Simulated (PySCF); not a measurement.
Basis-set dependence of excited states

Species: C2H6AlAs.
SMILES with atom numbers: `[CH:1]#[C:2][AlH2-:3][AsH3+:4]` (hydrogens: H5 on C1; H6, H7 on Al3; H8, H9, H10 on As4)

Structure used (PBE0-D3(BJ)/def2-SVP), in Å, numbered top down from 1:
```
atom  x, y, z in Å
C1     1.6871   -2.0534    0.2382
C2     1.4499   -0.8789   -0.0047
Al3    1.0085    0.9716   -0.3858
As4   -1.5347    0.5342    0.0967
H5     1.9121   -3.0840    0.4505
H6     0.9040    1.4079   -1.9152
H7     1.2981    2.0498    0.7518
H8    -2.2167   -0.5329   -0.7234
H9    -1.8864    0.0002    1.4635
H10   -2.6132    1.5897    0.0057
```

TDDFT with PBE0 (PySCF), vertical singlets, core orbitals frozen in the response, spherical d and f functions. Geometry: PBE0-D3(BJ)/def2-SVP; no solvent, vibrations or thermal averaging. Relativistic effects, spin–orbit coupling among them, are left out although an element past zinc is present.

| basis | functions | diffuse | S1 (eV) | S2 (eV) | S3 (eV) | S4 (eV) | S5 (eV) | LUMO (eV) | α (au) |
| --- | --- | --- | --- | --- | --- | --- | --- | --- | --- |
| 6-31G* | 90 | no | 5.46 | 5.98 | 6.14 | 6.28 | 6.30 | -0.20 | 70.6 |
| def2-SVP | 108 | no | 5.51 | 5.99 | 6.20 | 6.26 | 6.38 | -0.38 | 74.5 |
| def2-SVPD | 150 | yes | 5.47 | 5.93 | 6.07 | 6.20 | 6.26 | -0.61 | 87.6 |
| aug-cc-pVDZ | 163 | yes | 5.39 | 5.83 | 5.93 | 6.12 | 6.16 | -0.85 | 89.1 |
| def2-TZVP | 183 | no | 5.47 | 5.92 | 6.12 | 6.17 | 6.30 | -0.51 | 82.8 |
| def2-TZVPD | 225 | yes | 5.43 | 5.87 | 6.00 | 6.14 | 6.18 | -0.70 | 88.8 |

How much do these states and the polarisability depend on the basis?

States are compared by their number. Against the largest diffuse basis here (def2-TZVPD, itself not a converged limit), sets without diffuse functions differ by up to 0.08 eV in S1 and 0.20 eV in S5; the smaller diffuse sets differ by up to 0.04 and 0.08 eV. State by state, the largest deviation of a set without diffuse functions is S1 0.08, S2 0.12, S3 0.20, S4 0.14, S5 0.20 eV. The same number needn't mean the same state in each row. Against def2-TZVPD the polarisability deviates by -21% in 6-31G*, -16% in def2-SVP, -1% in def2-SVPD, 0% in aug-cc-pVDZ, -7% in def2-TZVP.
